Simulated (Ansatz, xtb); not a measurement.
The molecule MgP+, multiplicity 3 (lowest of 2S+1 = 1, 3, 5 at CCSD(T)/def2-TZVPP on PBE0 minima; our sources give no spin for the ground state, which may be another). The T1 diagnostic near the minimum is 0.057, so single-reference values are doubtful.

The constants come from a fifth-degree fit in 1/R (seven points, main isotopes). In def2 and cc sets the state is the lowest found near the PBE0 minimum, followed along R.

Codes used: Ansatz (Gaussian orbitals); xtb for the GFN methods. Values without a source in brackets are computed. The GFN methods have no spin term and hold the electronic entropy of 300 K.

Problem. What bond length and harmonic frequency does GFN2-xTB give?

Solution. r_e = 2.344 Å, ω_e = 403 cm⁻¹.

Problem. What bond length and harmonic frequency does PBE/def2-TZVPP give?

Solution. r_e = 2.462 Å, ω_e = 350 cm⁻¹.

Problem. What bond length and harmonic frequency does wB97M-V/def2-TZVPP give?

Solution. r_e = 2.426 Å, ω_e = 375 cm⁻¹.

Ansatz is a quantum-chemistry and plane-wave program.
